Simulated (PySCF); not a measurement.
How do the members of this family differ from one of them?

PySCF, wB97X-D/def2-SVPD, density fitting, gas phase; each molecule at its own PBE0-D3(BJ)/def2-SVP geometry, one conformer. Singlet excitations by full TDDFT with frozen cores and triplets by Tamm–Dancoff TDDFT. 

Reference: `[CH3][Be][CH3]`, with HOMO energy -10.09 eV, LUMO energy 1.66 eV, lowest singlet excitation 7.04 eV, lowest triplet excitation 6.75 eV, mean polarisability 41.9 au and dipole moment 0.01 D.

Changes against it:

```csv
molecule,change,Δ HOMO energy (eV),Δ LUMO energy (eV),Δ lowest singlet excitation (eV),Δ lowest triplet excitation (eV),Δ mean polarisability (au),Δ dipole moment (D)
[Br][Be][Br],ligand (both): Me to Br,-0.66,-0.68,-0.05,-0.09,+14.6,-0.01
N#[C][Be][C]#N,ligand (both): Me to CN,-2.37,-2.83,-1.00,-1.54,-0.3,+0.07
[NH2][Be][NH2],ligand (both): Me to NH2,+1.05,+0.14,-0.89,-0.83,-8.2,0.00
C#[C][Be][C]#C,ligand (both): Me to CCH,+0.04,-1.36,-1.80,-2.27,+16.3,-0.01
[F][Be][F],ligand (both): Me to F,-3.83,-0.75,+2.72,+2.83,-28.7,0.00
[SiH3][Be][SiH3],ligand (both): Me to SiH3,+0.74,-1.83,-2.67,-2.96,+40.2,0.00
```

Rows whose labels were lost:

| row | Δ HOMO energy (eV) | Δ LUMO energy (eV) | Δ lowest singlet excitation (eV) | Δ lowest triplet excitation (eV) | Δ mean polarisability (au) | Δ dipole moment (D) |
| --- | --- | --- | --- | --- | --- | --- |
| P | -1.46 | -0.70 | +0.92 | +0.90 | -1.5 | -0.01 |
| Q | -0.72 | -0.98 | -0.68 | -0.82 | -21.2 | -0.01 |
| R | +0.38 | -1.07 | -1.31 | -1.30 | +44.8 | -0.01 |

Which row belongs to which of `[I][Be][I]` (ligand (both): Me to I), `[Cl][Be][Cl]` (ligand (both): Me to Cl) and `[H][Be][H]` (ligand (both): Me to H)?

P = `[Cl][Be][Cl]`, Q = `[H][Be][H]` and R = `[I][Be][I]`. P and Q are told apart most clearly by the mean polarisability (-1.5 against -21.2 au); P and R are told apart most clearly by the mean polarisability (-1.5 against +44.8 au); Q and R are told apart most clearly by the mean polarisability (-21.2 against +44.8 au).

Which row has the smallest HOMO–LUMO gap and which the largest, and does the HOMO or the LUMO shift more there?

Smallest, counted from the reference: `[SiH3][Be][SiH3]`, -2.57 eV (HOMO +0.74, LUMO -1.83), the larger shift being that of the LUMO. Largest: `[F][Be][F]`, +3.08 eV (HOMO -3.83, LUMO -0.75), the larger shift being that of the HOMO.

Fit a straight line for the change of the lowest triplet excitation against that of the lowest singlet excitation over the labelled rows, and test it on P, Q and R.

Over the 6 labelled rows the slope is 1.1 eV/eV, the intercept -0.13 eV, r = 0.99 and the standard error 0.23 eV. P: predicted +0.87, computed +0.90 eV; Q: predicted -0.88, computed -0.82 eV; R: predicted -1.57, computed -1.30 eV. The mean miss is 0.12 eV, against 0.74 eV for guessing the labelled rows' mean: the line carries over to these rows.
